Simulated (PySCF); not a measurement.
C₈H₆.
Geometry (PBE0-D3(BJ)/def2-SVP, Å), atoms numbered from 1 in this order:
```xyz
14
C8H6 angstrom
C     -2.657    2.446   -0.158
C     -1.946    1.464   -0.188
C     -1.120    0.291   -0.234
C      0.122    0.310    0.242
C      1.342    0.331    0.704
C      2.569    0.679   -0.085
C     -1.672   -0.906   -0.805
C     -2.154   -1.906   -1.290
H     -3.282    3.318   -0.128
H      1.483    0.071    1.764
H      3.281   -0.162   -0.078
H      3.082    1.543    0.366
H      2.324    0.922   -1.127
H     -2.576   -2.796   -1.718
```

Theory: PySCF, TDDFT CAM-B3LYP/def2-SVPD, vertical, gas phase, core orbitals frozen in the response.

Computed states:

| state | E (eV) | f |
| --- | --- | --- |
| S1 | 4.99 | 0.0000 |
| S2 | 5.25 | 0.397 |
| S3 | 5.35 | 0.0000 |
| S4 | 5.69 | 0.0000 |
| S5 | 5.75 | 0.0003 |
| S6 | 5.94 | 0.0000 |

Each state is given a Gaussian of 0.5 eV full width at half maximum, with ε(max) = 2.175×10⁸ f / Δν̃ (Δν̃ the width in cm⁻¹). The cross-section is σ = 3.8235×10⁻²¹ ε cm², given in Mb (10⁻¹⁸ cm²). The width is an assumption, not a result. The curve ends short of the highest state used, and states not computed would add to its high-energy end.

**Question.** What does the envelope look like, and where are its maxima?

**Answer.** 
```csv
E (eV),σ (Mb)
4.24,0.00
4.29,0.00
4.34,0.01
4.38,0.02
4.43,0.05
4.48,0.12
4.53,0.27
4.58,0.57
4.62,1.02
4.67,1.99
4.72,3.68
4.77,6.44
4.81,9.67
4.86,15.31
4.91,22.92
4.96,32.46
5.00,41.21
5.05,52.82
5.10,64.06
5.15,73.49
5.20,79.77
5.24,81.84
5.29,80.40
5.34,74.72
```

Maxima: 236 nm (5.25 eV), ε about 21000, made up of S2 (100%) (ε in L mol⁻¹ cm⁻¹; maxima over ε = 5, shares over 10%).

**Question.** On this curve, what absorbance would a 10⁻³ mol/L sample give at 254 nm over a 1 cm path?

**Answer.** 254 nm is 4.881 eV, where ε is about 4800 L mol⁻¹ cm⁻¹, so A = ε c l ≈ 4.8 (Beer–Lambert, with the gas-phase spectrum and the assumed width).

**Question.** Coming from long wavelengths, where does ε first pass 100 L mol⁻¹ cm⁻¹?

**Answer.** At about 272 nm (4.55 eV), 0.44 eV below S1.

**Question.** What would ε be at 5.25 eV, the highest of these maxima, with half the width (0.25 eV)?

**Answer.** About 42800 L mol⁻¹ cm⁻¹ against 21400, a factor of about 2.00; a lone state at its own centre would give exactly 2.
